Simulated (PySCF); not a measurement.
ClH5OSi2, SMILES O[Si@@H]([SiH3])Cl. Coordinates come from a PBE-D3(BJ)/def2-SVP optimisation. The structure was generated by enumeration; whether it is a known compound was not checked. One conformer was computed; it need not be the lowest.

The numbers are results of PBE-D3(BJ)/def2-SVP (PySCF 2.14.0), not measurements.

Harmonic wavenumbers (cm⁻¹): 101, 109, 171, 216, 293, 400, 490, 503, 534, 716, 791, 813, 831, 895, 900, 916, 2141, 2158, 2173, 2180, 3742. Rotational constants (GHz): 4.060, 2.149, 1.544; symmetry number 1.

Problem. Work out the zero-point energy and the ideal-gas rigid-rotor harmonic-oscillator thermochemistry at 298.15 K and 1 atm.

Solution. ZPE = ½ Σ hcν = ½ × 21072 cm⁻¹ = 126.04 kJ/mol. H − E(el) = 147.72 kJ/mol. Entropy in J/(mol K): translation 167.67, rotation 115.35, vibration 70.22, total 353.24. G − E(el) = 42.40 kJ/mol. Cp = 111.24 J/(mol K). Modes under 150 cm⁻¹ make the vibrational entropy uncertain.
